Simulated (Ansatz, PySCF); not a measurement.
System: SrCl, net charge 0, doublet state. 
Structure (B3LYP-D3(BJ)/def2-TZVP (Ansatz, a quantum-chemistry and plane-wave program) minimum search):
```xyz
2

Sr     0.0000     0.0000    -0.8032
Cl     0.0000     0.0000     1.7955
```
Charge 0, spin multiplicity 2.

Dipole moments at this geometry, in debye (magnitudes).

```tsv
level	program	dipole (D)
HF/def2-TZVPD	PySCF	4.39
SVWN5/def2-TZVPD	Ansatz	4.98
PBE/def2-TZVPD	Ansatz	4.74
revPBE/def2-TZVPD	Ansatz	4.60
TPSS/def2-TZVPD	PySCF	4.50
B3LYP/def2-TZVPD	Ansatz	5.07
PBE0/def2-TZVPD	PySCF	4.76
BHLYP/def2-TZVPD	Ansatz	5.08
TPSSh/def2-TZVPD	PySCF	4.53
r2SCAN0/def2-TZVPD	Ansatz	4.93
M06-2X/def2-TZVPD	PySCF	5.21
CAM-B3LYP/def2-TZVPD	Ansatz	5.07
wB97X-V/def2-TZVPD	Ansatz	4.68
CCSD(T)/def2-SVPD	Ansatz	4.66
```
